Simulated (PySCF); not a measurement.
Isomers of C6H6F2, mass 116.044 u with the commonest isotopes. The calculation used CAM-B3LYP/def2-SVPD in PySCF (dipole) on a GFN2-xTB geometry, gas phase. One conformer each, none proved a minimum here; rigid rotors.

Question: Order these by rotational constant B, smallest first.
A. `C1=C(F)C[C@@]2(F)C[C@@H]12`
B. `[CH2:1]=[CH:2]/[C:3]([F:4])=[CH:5]\[CH:6]=[CH:7]/[F:8]` with C1–C2–C3–F4 0°, C3–C5–C6–C7 180°
C. `C[C@H]1C(F)=C/C1=C/F`
D. `CC1=CC=CC1(F)F`
E. `[CH2:1]=[CH:2]/[C:3]([F:4])=[C:5](\[F:6])[CH:7]=[CH2:8]` with C1–C2–C3–F4 0°, C3–C5–C7–C8 180°

Answer: B (902.2 MHz), E (1268 MHz), C (1314 MHz), A (1606 MHz), D (2453 MHz).

Question: Order these by dipole moment, smallest first.
A. `[C@H]12[C@](CC(=C2)F)(F)C1`
B. `[CH2:1]=[CH:2]/[C:3]([F:4])=[C:5](\[F:6])[CH:7]=[CH2:8]` with C1–C2–C3–F4 0°, C3–C5–C7–C8 180°
C. `[CH2:1]=[CH:2]/[C:3]([F:4])=[CH:5]\[CH:6]=[CH:7]/[F:8]` with C1–C2–C3–F4 0°, C3–C5–C6–C7 180°
D. `C(/F)=C1\C=C(F)[C@@H]1C`

Answer: B (0.00 D), D (0.77 D), A (1.31 D), C (2.64 D).

Question: Order these by rotational constant A, smallest first.
A. `FC1(C=CC=C1C)F`
B. `[CH2:1]=[CH:2]/[C:3]([F:4])=[C:5](\[F:6])[CH:7]=[CH2:8]` with C1–C2–C3–F4 0°, C3–C5–C7–C8 180°
C. `C[C@H]1C(F)=C/C1=C/F`
D. `[CH2:1]=[CH:2]/[C:3]([F:4])=[CH:5]\[CH:6]=[CH:7]/[F:8]` with C1–C2–C3–F4 0°, C3–C5–C6–C7 180°
E. `[CH2:1]=[CH:2][C@:3]1([F:4])[CH:5]=[C:6]([F:7])[CH2:8]1` with C1–C2–C3–F4 1°

Answer: A (2606 MHz), C (4268 MHz), B (4577 MHz), E (4949 MHz), D (5502 MHz).

```tsv
SMILES	point group	Ia (u·Å²)	Ib (u·Å²)	Ic (u·Å²)	κ	μa (D)	μb (D)	μc (D)
C=C/C(F)=C\C=C/F	Cs	91.86	560.18	652.04	-0.95	0.31	2.62	0.00
C[C@H]1C(F)=C/C1=C/F	C1	118.41	384.54	478.79	-0.84	0.18	0.65	0.36
C=C/C(F)=C(\F)C=C	C2h	110.41	398.66	509.07	-0.85	0.00	0.00	0.00
FC1=C[C@@H]2C[C@]2(F)C1	C1	117.89	314.60	375.79	-0.82	0.30	1.16	0.53
C=C[C@]1(F)C=C(F)C1	–	102.11	402.81	429.80	-0.96	0.46	1.31	0.34
CC1=CC=CC1(F)F	Cs	193.91	206.06	308.00	0.68	2.15	1.32	0.00
```
